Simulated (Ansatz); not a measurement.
`[GeH3][SiH2][GeH2][GeH3]` + `CSC` → `CS[SiH2][GeH3]` + `[CH3][GeH2][GeH3]` at 500 K and 1 bar (formal exchange of groups at the Si–Ge bond).

Isolated molecules relaxed with PBE0-D4/def2-TZVP in Ansatz; ΔE leaves out vibrations. CBS: MP2 limit from def2 TZ/QZ plus the TZ coupled-cluster correction, frozen cores. For Ge outer-core shells are correlated without core-valence functions, which leaves a few kJ/mol of doubt a bond. Scalar relativity is left out up to krypton. One conformer a species, not always the lowest.

| species | CCSD(T)/CBS energy (Eh) | H − E (kJ/mol) | S (J/(mol·K)) |
| --- | --- | --- | --- |
| `[GeH3][SiH2][GeH2][GeH3]` | -6523.43025 | 278.6 | 553.8 |
| `CSC` | -477.48821 | 231.6 | 327.4 |
| `CS[SiH2][GeH3]` | -2805.84917 | 263.6 | 463.4 |
| `[CH3][GeH2][GeH3]` | -4195.09161 | 246.0 | 422.2 |

H − E and S are ideal-gas, rigid-rotor, harmonic terms from PBE0-D4/def2-TZVP, for one conformer and one mirror image of each species. 1 Eh = 2625.50 kJ/mol, R = 8.31446 J/(mol·K).

Question: By hand: ΔE, ΔH, ΔS and ΔG.

Answer: ΔE = (-2805.84917) + (-4195.09161) − (-6523.43025) − (-477.48821) = -0.02232 Eh = -58.6 kJ/mol. Δ(H − E) = 263.6 + 246.0 − 278.6 − 231.6 = -0.6, so ΔH = -59.2 kJ/mol. ΔS = 463.4 + 422.2 − 553.8 − 327.4 = 4.4 J/(mol·K). ΔG = -59.2 − 500 × (4.4)/1000 = -61.4 kJ/mol.

Question: By hand: the equilibrium constant, and the temperature at which ΔG would vanish if ΔH and ΔS stayed fixed.

Answer: log₁₀ K = −ΔG/(RT ln 10) = 6.4. ΔH and −TΔS have one sign here, so there is no such temperature.

The number of gas molecules stays the same, so ΔS is small and ΔH decides. A doubt of 5 kJ/mol in ΔE shifts log₁₀ K by 0.5 here. Other conformers and mirror images would add mixing entropy, several J/(mol·K) or more a flexible species. Modes under 60 cm⁻¹, often nearly free rotors, make the harmonic entropy too high. These are equilibria of isolated gas molecules and say nothing of rates. Largest T1 diagnostic: 0.012 (customary marks: 0.02 for closed shells, 0.045 for open ones).

ΔS is within the doubt of such terms, so its sign, and with it that verdict, could turn.
